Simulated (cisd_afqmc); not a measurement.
Input (AFQMC/CISD/cc-pV(D+d)Z; cisd_afqmc is a phaseless AFQMC code with CISD trial states that reads the integrals written by Ansatz): A basis named .json is the Basis Set Exchange file of that set.

Ansatz 0.2 input:
```python
import cisd_afqmc

open("ham.yaml", "w").write("""\
crystal:
  periodic: [false, false, false]
  atoms:
    - {symbol: Al, position_ang: [0.12156026, -0.33863764, -1.14298335]}
    - {symbol: H, position_ang: [-0.96424586, 0.10062302, -2.20350345]}
    - {symbol: H, position_ang: [1.32874170, -1.27205720, -1.55294510]}
    - {symbol: P, position_ang: [-0.17239936, 0.23184718, 1.09684492]}
    - {symbol: H, position_ang: [-0.55460492, 1.57194623, 0.83296746]}
    - {symbol: H, position_ang: [1.19581604, 0.52406954, 1.32959073]}
basis:
  gaussian:
    orbitals: cc-pV_D+d_Z.json
magnetization: {spin_polarized: false}
correlation: {method: ccsd, electrons: outside_noble_gas, hamiltonian_folder: ham}
""")
rep = cisd_afqmc.ansatz("ham.yaml")
e_ccsd = rep["correlation"]["coupled_cluster"]["energy"]["hartree"]
out = cisd_afqmc.run("ham", e_ccsd, trial="CISD", walkers=100, populations=8, threads=8, dt=0.005, steps=40, early=24, settle=10, least=32,
    cut=5e-5, rank_cut=2e-4, target=0.0004, seconds=1500, seed=1, memory=17280, gpu=False)
```

Output:

```
orbitals 56, occupied [6], factors 337 of 649, rank of the doubles 112 of 300
E(HF) = -584.983244
E(CCSD) on the cut factors = -585.219317, shift to the whole factors -0.000013
Energy of the trial state on the determinant = -585.219228
  tau behind 7.2 of longer steps, mean of the populations' last blocks
   2.0  -585.22747
   4.0  -585.22630
   6.0  -585.22600
   8.0  -585.22644
blocks 318 (0 outliers left out), error by blocks joined: 1: 0.00015, 2: 0.00020, 4: 0.00023, 8: 0.00030, 16: 0.00038
E(AFQMC/CISD) = -585.22657 +/- 0.00038
```

The error still grows at the longest joins of blocks, or few joins were possible, so the printed bar may be too narrow.
